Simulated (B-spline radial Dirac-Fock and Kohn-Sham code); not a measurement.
Br⁺ 3d5/2: cross section and angular parameters

System: the Br⁺ ion, [Ar] 3d10 4s2 4p4; threshold 89.69 eV (orbital energy of the model). The computed values come from a radial B-spline solver: Dirac-Hartree-Slater photoionisation with a Latter tail; cross sections with all multipoles, angular parameters from the dipole term and its interference with E2.

```
hν (eV)   σ (kb)      β       γ      δ
   99.2     1170  0.647   0.010  0.004
    109     2120  0.114  -0.002  0.005
    150        ?      ?       ?      ?
    175     3660  0.466  -0.011  0.015
    191     3480  0.572  -0.009  0.016
    266     2270  0.879   0.010  0.022
    272     2180  0.896   0.011  0.022
    304     1780  0.971   0.022  0.024
    313     1680  0.988   0.025  0.025
    360     1260  1.063   0.044  0.027
    512      543  1.181   0.112  0.035
    885      118  1.207   0.285  0.053
   1000     81.7  1.192   0.333  0.058
 1253.6     40.1  1.148   0.431  0.070
   2460     4.04  0.931   0.745  0.130
   2490     3.87  0.927   0.750  0.131
 2984.4     2.00  0.858   0.830  0.156
   3080     1.78  0.846   0.844  0.161
   4000    0.667  0.748   0.952  0.205
   4040    0.642  0.744   0.955  0.207
   4220    0.543  0.728   0.972  0.216
   4590    0.393  0.698   1.004  0.233
   7440   0.0575  0.536   1.172  0.357
 9251.7   0.0234  0.469   1.235  0.428
  10100   0.0162  0.443   1.256  0.460
  15000  0.00299  0.333   1.303  0.625
```

Question: Give the values at 150 eV.

Answer: σ = 3670 kb, β = 0.262, γ = -0.014, δ = 0.012.
